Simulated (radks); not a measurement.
Trend from K to Kr: ionisation energy by Delta-SCF between NIST ground configurations, and size. All-electron calculation, scalar-relativistic Kohn-Sham, PBE, spin-polarised, spherical densities, finite nucleus; open shells are filled with parallel spins first; Fermi nuclear charge, rms radius of each element as measured or else 0.836 A^(1/3) + 0.57 fm. Program: a radial shooting solver on a logarithmic mesh with Libxc functionals.

| species | configuration | configuration of the ion | IE (eV) | NIST (eV) | kind | r at 0.001 e/bohr^3 (bohr) |
|---|---|---|---|---|---|---|
| K | [Ar] 4s1 | [Ar] | 4.467 | 4.341 | exp. | 4.45 |
| Ca | [Ar] 4s2 | [Ar] 4s1 | 6.092 | 6.113 | exp. | 5.08 |
| Sc | [Ar] 3d1 4s2 | [Ar] 3d1 4s1 | 6.461 | 6.561 | exp. | 4.96 |
| Ti | [Ar] 3d2 4s2 | [Ar] 3d2 4s1 | 6.705 | 6.828 | exp. | 4.84 |
| V | [Ar] 3d3 4s2 | [Ar] 3d4 | 5.966 | 6.746 | exp. | 4.73 |
| Cr | [Ar] 3d5 4s1 | [Ar] 3d5 | 7.396 | 6.767 | exp. | 4.40 |
| Mn | [Ar] 3d5 4s2 | [Ar] 3d5 4s1 | 7.236 | 7.434 | exp. | 4.56 |
| Fe | [Ar] 3d6 4s2 | [Ar] 3d6 4s1 | 7.836 | 7.902 | exp. | 4.47 |
| Co | [Ar] 3d7 4s2 | [Ar] 3d8 | 7.733 | 7.881 | exp. | 4.39 |
| Ni | [Ar] 3d8 4s2 | [Ar] 3d9 | 7.076 | 7.640 | exp. | 4.31 |
| Cu | [Ar] 3d10 4s1 | [Ar] 3d10 | 8.382 | 7.726 | exp. | 4.09 |
| Zn | [Ar] 3d10 4s2 | [Ar] 3d10 4s1 | 9.596 | 9.394 | exp. | 4.19 |
| Ga | [Ar] 3d10 4s2 4p1 | [Ar] 3d10 4s2 | 5.873 | 5.999 | exp. | 4.41 |
| Ge | [Ar] 3d10 4s2 4p2 | [Ar] 3d10 4s2 4p1 | 7.944 | 7.899 | exp. | 4.43 |
| As | [Ar] 3d10 4s2 4p3 | [Ar] 3d10 4s2 4p2 | 9.900 | 9.789 | exp. | 4.35 |
| Se | [Ar] 3d10 4s2 4p4 | [Ar] 3d10 4s2 4p3 | 9.517 | 9.752 | exp. | 4.27 |
| Br | [Ar] 3d10 4s2 4p5 | [Ar] 3d10 4s2 4p4 | 11.850 | 11.814 | exp. | 4.16 |
| Kr | [Kr] | [Ar] 3d10 4s2 4p5 | 14.071 | 14.000 | exp. | 4.03 |

Reference values: NIST Atomic Spectra Database (measured). Open shells are spherical and high-spin; term and fine-structure splittings are not resolved.
